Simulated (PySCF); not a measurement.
Calculated properties of `C(/C(C)=N\[C@H]([SiH3])/C=N\C)=C`

Compound: C₇H₁₄N₂Si.
Atom-mapped SMILES: `[CH2:1]=[CH:2]/[C:3]([CH3:4])=[N:5]\[C@H:6]([SiH3:7])/[CH:8]=[N:9]\[CH3:10]` (hydrogens: H11, H12 on C1; H13 on C2; H14, H15, H16 on C4; H17 on C6; H18, H19, H20 on Si7; H21 on C8; H22, H23, H24 on C10)

Among its groups: imine, C=C double bond, Si–H bond and C–Si bond.

From GFN2-xTB geometry:

```yaml
Point_group_of_the_GFN2-xTB_geometry: C1
Rotational_constants_A_B_C_of_the_GFN2-xTB_geometry: 1.708, 0.583, 0.555 GHz
```

PBE0/pcSseg-1 ground state and GIAO shieldings, non-relativistic (PySCF):

```yaml
Dipole_moment: 3.57 D
HOMO_energy: -6.60 eV
LUMO_energy: -1.50 eV
HOMO–LUMO_gap: 5.10 eV
Lowest_Hirshfeld_atomic_charge: -0.17 e on N9
Highest_Hirshfeld_atomic_charge: +0.32 e on Si7
13C_chemical_shifts_computed_TMS_as_zero_by_class: 171.4 (C8), 163.1 (C3), 131.8 (C2), 130.0 (C1), 52.6 (C6), 41.3 (C10), 27.4 (C4) ppm
1H_chemical_shifts_computed_TMS_as_zero_by_class: 8.35 (H21), 6.87 (H13), 5.95 (H12), 5.92 (H11), 5.43 (H17), 3.70 (H18/H19/H20), 3.62 (H22/H23/H24), 2.28 (H14/H15/H16) ppm
Isotropic_shieldings_of_nuclei_other_than_C_and_H_by_class: -104 (N5), -97 (N9), 427 (Si7) ppm
Mayer_bond_orders_between_heavy_atoms: C1–C2 1.93, C2–C3 1.03, C3–C4 1.04, C3–N5 1.87, N5–C6 0.95, C6–Si7 0.81, C6–C8 0.97, C8–N9 1.98, N9–C10 0.98
```

Monoisotopic mass from the formula: 154.0926 u.

A dipole of 3.57 D is allowed in C1, and pure rotational transitions are dipole-allowed. The dipole matches unit charges of opposite sign 0.74 Å apart (1 e·Å = 4.8032 D). With B = h/(8π²I), that is 505.379 GHz u Å² over I, the principal moments of inertia are 295.9, 866.1 and 911.3 u Å² (most abundant isotopes). The rotational constants make it an asymmetric top with κ = (2B − A − C)/(A − C) = -0.95, nearer the prolate limit (−1).

One conformer (not necessarily the lowest) at the GFN2-xTB geometry, without solvent or vibrations. GFN2-xTB frequencies show an imaginary mode (36i cm⁻¹), so this geometry is no minimum at that level. NMR classes are plain means over equivalent atoms (diastereotopic ones count apart unless rotation or inversion swaps them), as if these changed places fast; in this geometry the members of some classes differ.

For the NMR shielding job (PBE0/pcSseg-1), on an Arm Neoverse N1 with one thread, no GPU, shared host, this took 2.0 min of wall time (grids of density and orbitals included) and 1.1 GiB of memory at its peak.

The values belong to the conformer `[CH2:1]=[CH:2]/[C:3]([CH3:4])=[N:5]\[C@H:6]([SiH3:7])/[CH:8]=[N:9]\[CH3:10]`: C1–C2–C3–C4 7°, C3–N5–C6–Si7 -100°, N5–C6–C8–N9 -159°.
